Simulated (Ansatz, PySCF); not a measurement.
Gas-phase reaction (SMILES): O=c1cc1 → O=c1[c]c1 + H atom; the C-H bond at the site shown breaks (other sites are not compared here).

Geometries: B3LYP-D3(BJ)/def2-TZVP minima from Ansatz (an electronic-structure program). Valence correlation only, unless marked. Open shells are spin-unrestricted. No spin-orbit coupling. Non-relativistic. CBS(X,Y): correlation extrapolated as X^-3; Hartree-Fock from the larger set. [CCSD(T)-MP2]/basis is that difference in the basis named. Thermal terms are rigid-rotor harmonic-oscillator values from B3LYP-D3(BJ) frequencies (PySCF) at 298.15 K and 1 atm. 1 Eh = 627.5095 kcal/mol. Atoms have translation alone. Electronic entropy comes from spin alone.

| species | E, RI-MP2/CBS(cc-pVTZ,cc-pVQZ)+[CCSD(T)-MP2]/cc-pVTZ (Ansatz) (Eh) | E, PBE/def2-TZVPD (Ansatz) (Eh) | H - E (Eh) | G - E (Eh) |
|---|---|---|---|---|
| O=c1cc1 | -190.42129 | -190.50132 | 0.04220 | 0.01298 |
| O=c1[c]c1 | -189.75598 | -189.84716 | 0.02982 | -0.00049 |
| H atom | -0.49995 | -0.49962 | 0.00236 | -0.01065 |

**Question.** Work out ΔE and ΔH, ΔG, ΔS and the equilibrium constant at 298.15 K at the first level, then ΔH at the second.

**Answer.** 
1. ΔE = [(-189.75598) + (-0.49995)] - [(-190.42129)] = 0.16536 Eh = 103.8 kcal/mol at RI-MP2/CBS(cc-pVTZ,cc-pVQZ)+[CCSD(T)-MP2]/cc-pVTZ.
2. The terms H - E add up to -0.01002 Eh, so ΔH = (0.16536 + (-0.01002))×627.5095 = 97.5 kcal/mol.
3. The terms G - E add up to -0.02412 Eh, so ΔG = 88.6 kcal/mol, and ΔS = (-0.01002 - (-0.02412))×627509.5/298.15 = 29.7 cal/(mol K).
4. log10 K = -ΔG/(RT ln 10) = -64.9, with RT ln 10 = 1.3642 kcal/mol.
5. With ΔH and ΔS taken as constant, ΔG changes sign near ΔH/ΔS = 3280 K, a rough figure that leaves out heat capacities.
6. At PBE/def2-TZVPD the same steps give ΔE = 97.0 and ΔH = 90.7 kcal/mol, a shift of -6.8 from the first level.
7. These values are not checked against measurement here, since the tables used lack a sound gas-phase enthalpy of formation for at least one species.
